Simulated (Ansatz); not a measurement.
Steps of a relaxation of `BC(O)O` with RKS PBE0-D4/def2-TZVP.

```sh
$ ansatz run in.yaml --threads 2 --pin off --events-out ev --progress --plain --max-ram 4352MiB
```

```yaml
crystal:
  periodic: [false, false, false]
  atoms:
    - {symbol: B, position_ang: [0.658739, 0.572803, -0.697687]}
    - {symbol: C, position_ang: [-0.535110, 0.116558, 0.199178]}
    - {symbol: O, position_ang: [0.719632, -0.918049, 0.005584]}
    - {symbol: O, position_ang: [-0.636445, 0.504504, 1.483519]}
    - {symbol: H, position_ang: [0.547185, 0.495713, -1.910342]}
    - {symbol: H, position_ang: [1.491608, 1.305972, -0.201338]}
    - {symbol: H, position_ang: [-1.415854, -0.427620, -0.203944]}
    - {symbol: H, position_ang: [0.456924, -1.572664, -0.672790]}
    - {symbol: H, position_ang: [-1.198178, -0.123417, 1.980720]}
basis:
  gaussian: {orbitals: def2-TZVP}
hamiltonian: {xc: pbe0, dispersion: d4}
relax: {f_tol: 0.005, max_steps: 150}
```

Positions (Å) and forces (eV/Å) along the path, 10 of 10 steps:

```xyz
9
step=1 energy=-5883.5982 eV
B     0.659    0.573   -0.698   -0.004    0.089    0.009
C    -0.535    0.117    0.199    0.105   -0.221   -0.269
O     0.720   -0.918    0.006   -0.528   -0.075   -0.508
O    -0.636    0.505    1.484   -0.419   -0.705    0.011
H     0.547    0.496   -1.910    0.034   -0.005    0.465
H     1.492    1.306   -0.201   -0.315   -0.323   -0.197
H    -1.416   -0.428   -0.204    0.508    0.300    0.276
H     0.457   -1.573   -0.673    0.211    0.454    0.524
H    -1.198   -0.123    1.981    0.408    0.485   -0.311
9
step=2 energy=-5883.6336 eV
B     0.653    0.578   -0.698    0.021   -0.004    0.028
C    -0.533    0.123    0.194    0.240   -0.259   -0.070
O     0.711   -0.906    0.007   -0.314    0.123   -0.175
O    -0.635    0.491    1.479   -0.168   -0.180    0.001
H     0.544    0.489   -1.895   -0.004    0.010    0.139
H     1.486    1.290   -0.210   -0.108   -0.077   -0.064
H    -1.400   -0.420   -0.202    0.127    0.130    0.064
H     0.454   -1.560   -0.658    0.080    0.102    0.153
H    -1.193   -0.131    1.966    0.125    0.156   -0.076
9
step=3 energy=-5883.6419 eV
B     0.653    0.576   -0.697   -0.038    0.042    0.020
C    -0.523    0.113    0.193    0.199   -0.092   -0.074
O     0.706   -0.905    0.007   -0.158    0.161    0.048
O    -0.633    0.486    1.476    0.024    0.035    0.031
H     0.536    0.491   -1.885    0.003   -0.016   -0.042
H     1.478    1.288   -0.214    0.045    0.013    0.013
H    -1.392   -0.408   -0.208   -0.039   -0.033   -0.019
H     0.456   -1.560   -0.652    0.000   -0.072   -0.026
H    -1.192   -0.127    1.963   -0.036   -0.038    0.049
9
step=4 energy=-5883.6453 eV
B     0.652    0.583   -0.699   -0.003    0.091   -0.031
C    -0.518    0.108    0.191    0.060   -0.061    0.055
O     0.694   -0.895    0.010   -0.023   -0.001    0.061
O    -0.633    0.482    1.478    0.032    0.054   -0.046
H     0.539    0.490   -1.888   -0.004   -0.004   -0.038
H     1.483    1.288   -0.217    0.028    0.020    0.015
H    -1.386   -0.412   -0.213   -0.067    0.012   -0.020
H     0.449   -1.557   -0.644    0.004   -0.060   -0.017
H    -1.191   -0.132    1.965   -0.026   -0.051    0.021
9
step=5 energy=-5883.6464 eV
B     0.651    0.588   -0.701    0.009    0.104   -0.051
C    -0.515    0.103    0.191   -0.019   -0.021   -0.110
O     0.689   -0.891    0.014    0.013   -0.123    0.013
O    -0.633    0.479    1.475   -0.022    0.044    0.133
H     0.539    0.490   -1.891   -0.002   -0.002    0.006
H     1.486    1.290   -0.218   -0.006   -0.003    0.000
H    -1.389   -0.406   -0.217   -0.004    0.011   -0.005
H     0.447   -1.561   -0.635    0.018   -0.007    0.021
H    -1.186   -0.139    1.964    0.013   -0.003   -0.008
9
step=6 energy=-5883.6470 eV
B     0.650    0.597   -0.703   -0.016    0.016   -0.049
C    -0.512    0.102    0.185   -0.014   -0.056    0.035
O     0.680   -0.898    0.021    0.044    0.040    0.015
O    -0.635    0.482    1.472    0.002    0.020    0.018
H     0.539    0.502   -1.892    0.009   -0.031   -0.002
H     1.487    1.297   -0.220    0.007   -0.021    0.022
H    -1.389   -0.401   -0.226   -0.007    0.023   -0.004
H     0.443   -1.579   -0.618   -0.011    0.013   -0.030
H    -1.173   -0.148    1.964   -0.012   -0.006   -0.007
9
step=7 energy=-5883.6475 eV
B     0.648    0.597   -0.704    0.014    0.016   -0.018
C    -0.513    0.101    0.187   -0.013    0.010    0.041
O     0.684   -0.894    0.019   -0.001   -0.022    0.019
O    -0.635    0.480    1.476    0.010   -0.007   -0.041
H     0.540    0.494   -1.893   -0.006   -0.001    0.005
H     1.487    1.293   -0.219   -0.005    0.000    0.004
H    -1.391   -0.399   -0.225    0.007   -0.004    0.009
H     0.447   -1.572   -0.624   -0.005    0.010   -0.005
H    -1.178   -0.146    1.966    0.000   -0.003   -0.013
9
step=8 energy=-5883.6475 eV
B     0.648    0.596   -0.704    0.006    0.021    0.009
C    -0.512    0.100    0.188   -0.013    0.007    0.008
O     0.682   -0.897    0.022    0.025    0.000   -0.010
O    -0.634    0.481    1.476    0.002   -0.008   -0.022
H     0.539    0.493   -1.893    0.001   -0.010    0.007
H     1.487    1.293   -0.219   -0.005   -0.003    0.001
H    -1.391   -0.399   -0.223    0.001   -0.001    0.006
H     0.450   -1.568   -0.629   -0.019   -0.006    0.005
H    -1.180   -0.145    1.965    0.002    0.000   -0.005
9
step=9 energy=-5883.6476 eV
B     0.649    0.597   -0.703    0.003    0.001   -0.004
C    -0.513    0.102    0.188    0.004   -0.010   -0.020
O     0.683   -0.896    0.020    0.006   -0.001    0.007
O    -0.634    0.481    1.475   -0.001    0.010    0.019
H     0.540    0.492   -1.892   -0.002    0.001   -0.001
H     1.486    1.294   -0.219   -0.001    0.002    0.002
H    -1.390   -0.400   -0.222   -0.004    0.000   -0.002
H     0.447   -1.569   -0.627   -0.006    0.000   -0.002
H    -1.179   -0.145    1.964   -0.001   -0.002    0.001
9
step=10 energy=-5883.6476 eV
B     0.649    0.597   -0.703    0.000    0.002   -0.003
C    -0.512    0.101    0.188    0.000   -0.003   -0.001
O     0.683   -0.896    0.020    0.003   -0.002    0.003
O    -0.634    0.481    1.475    0.000    0.001    0.000
H     0.540    0.493   -1.892    0.000    0.000    0.001
H     1.486    1.294   -0.218   -0.001   -0.001    0.001
H    -1.390   -0.400   -0.223    0.000    0.000    0.001
H     0.446   -1.570   -0.627   -0.002    0.002   -0.001
H    -1.178   -0.146    1.964    0.000   -0.001   -0.001
```

Run time 30 s (2 threads of an Arm Neoverse V1 on a shared host); peak host memory 0.28 GiB.
